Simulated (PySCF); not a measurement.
**Magnesium: a sound run and one with changed settings**

Sound run: Mg(2+) [Ne], Mg(3+) [He] 2s2 2p5. All numbers are calculated (PySCF 2.14, no relativity, point nucleus, in aug-cc-pVDZ). In the sound run the correlated levels freeze [He] 2s2. The sound run starts from symmetry-adapted Hartree-Fock orbitals and uses a fine grid where one is needed.

A second run was set up differently.

```tsv
species	method	sound run (hartree)	changed run (hartree)	converged
Mg(2+)	MP2	-198.82609	-198.82691	yes
Mg(2+)	CCSD(T)	-198.82607	-198.82691	yes
Mg(3+)	MP2	-195.84685	-195.84747	yes
Mg(3+)	CCSD(T)	-195.84687	-195.84758	yes
```

Ionisation energy of Mg(2+):

```csv
method,sound run (eV),changed run (eV)
UHF,81.031,81.031
MP2,81.069,81.075
SCS-MP2,81.067,81.071
CCSD,81.067,81.070
CCSD(T),81.068,81.072
```

(1) What was changed?
A. a valence shell is frozen
B. basis contracted for another Hamiltonian
C. too few SCF iterations
D. all electrons correlated in a valence basis

Results:

(1) D. A valence basis has no tight correlating functions, so it recovers only part of the core correlation, and not evenly between atom and ion.
